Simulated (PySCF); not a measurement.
Input for PySCF: D3(BJ) and D4 dispersion corrections on C2H8OSi (a complex), monomers drawn apart or pushed together.

```python
from pyscf import gto
from pyscf.dispersion import dftd3, dftd4

mol = gto.M(
    atom='''
    C     0.17191962    0.23390376   -0.28015803
    O    -0.81601692   -0.03472223    0.34573301
    H     1.15052900    0.38757413    0.21128807
    H     0.15313179    0.34125618   -1.38118745
    C    -1.39640190   -0.56430549    4.21511022
    Si    0.39333111   -0.09662349    3.92748489
    H    -1.47002674   -1.54592707    4.68705525
    H    -1.93116989   -0.59449929    3.26593652
    H    -1.88692816    0.16054190    4.86755803
    H     1.13133358   -0.05150025    5.21644736
    H     0.51420323    1.24121335    3.29792980
    H     1.08140831   -1.08052162    3.05573210
    ''',
    basis='def2-svp',
    charge=0, spin=0, verbose=0, max_memory=1800)
d3, d4 = {}, {}
for xc in ['hf', 'pbe', 'blyp', 'revpbe', 'tpss', 'r2scan', 'b3lyp', 'pbe0', 'bhlyp', 'camb3lyp', 'b2plyp']:
    d3[xc] = float(dftd3.DFTD3Dispersion(mol, xc=xc, version='d3bj', atm=False).get_dispersion()['energy'])
    print(f'D3(BJ) {xc:10s} {d3[xc]:14.8f} Eh')
for xc in ['hf', 'pbe', 'blyp', 'revpbe', 'tpss', 'r2scan', 'b3lyp', 'pbe0', 'bhlyp', 'camb3lyp', 'b2plyp']:
    d4[xc] = float(dftd4.DFTD4Dispersion(mol, xc={'camb3lyp': 'cam-b3lyp'}.get(xc, xc), atm=True).get_dispersion()['energy'])
    print(f'D4     {xc:10s} {d4[xc]:14.8f} Eh')
```

Program output:

```
D3(BJ) hf            -0.05232809 Eh
D3(BJ) pbe           -0.00660675 Eh
D3(BJ) blyp          -0.01369849 Eh
D3(BJ) revpbe        -0.01635652 Eh
D3(BJ) tpss          -0.00830534 Eh
D3(BJ) r2scan        -0.00200927 Eh
D3(BJ) b3lyp         -0.01121772 Eh
D3(BJ) pbe0          -0.00577099 Eh
D3(BJ) bhlyp         -0.00873395 Eh
D3(BJ) camb3lyp      -0.00527023 Eh
D3(BJ) b2plyp        -0.00522558 Eh
D4     hf            -0.02055185 Eh
D4     pbe           -0.00588654 Eh
D4     blyp          -0.01268568 Eh
D4     revpbe        -0.01844895 Eh
D4     tpss          -0.00790185 Eh
D4     r2scan        -0.00164041 Eh
D4     b3lyp         -0.00927440 Eh
D4     pbe0          -0.00503895 Eh
D4     bhlyp         -0.00678164 Eh
D4     camb3lyp      -0.00510258 Eh
D4     b2plyp        -0.00415388 Eh
```

The run finished.

Cost: very roughly 0.020 core-seconds.
